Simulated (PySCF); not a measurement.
A GIAO shielding run with PySCF 2.14 (density fitting, non-relativistic, gas phase) on `[SiH2]([SiH2]N)NC1=CC=CC=C1`, C6H12N2Si2:

```
$ OMP_NUM_THREADS=1 python probes_run.py task.json out

{"job": {"kind": "nmr", "xc": "PBE0", "basis": "pcSseg-1"}, "charge": 0, "multiplicity": 1}
N      2.131359    -0.726434     0.984567
Si     2.635542    -1.233233    -0.584990
Si     1.568942     0.103570    -2.134724
N      0.350328     1.114949    -1.409725
C     -0.669376     0.749338    -0.564635
C     -1.412780     1.723133     0.108036
C     -2.432785     1.366136     0.966511
C     -2.735507     0.031415     1.179888
C     -2.011601    -0.941841     0.510606
C     -0.993795    -0.592669    -0.355300
H      1.152915    -0.554856     1.157149
H      2.550672    -1.147587     1.798020
H      4.095291    -1.086616    -0.547684
H      2.391369    -2.669268    -0.850224
H      0.918961    -0.657779    -3.217753
H      2.411759     1.112099    -2.789031
H      0.436251     2.115226    -1.504415
H     -1.178724     2.767373    -0.051025
H     -2.994850     2.136491     1.474485
H     -3.531225    -0.246278     1.854148
H     -2.244929    -1.986202     0.661778
H     -0.448226    -1.357582    -0.887903
```

Hardware: 1 thread of an Intel Xeon, shared host. The job also computes population analyses, field gradients, ring-centre shieldings.

(1) How large is the calculation?

(2) How long does it take, and how much memory does it need?

Answers

(1) 90 electrons, 244 basis functions and 1300 auxiliary functions.

(2) 2.3 min of wall time, with 14 SCF cycles and 5 response iterations; peak memory 1.1 GiB. Times on a shared host scatter by some tens of per cent.
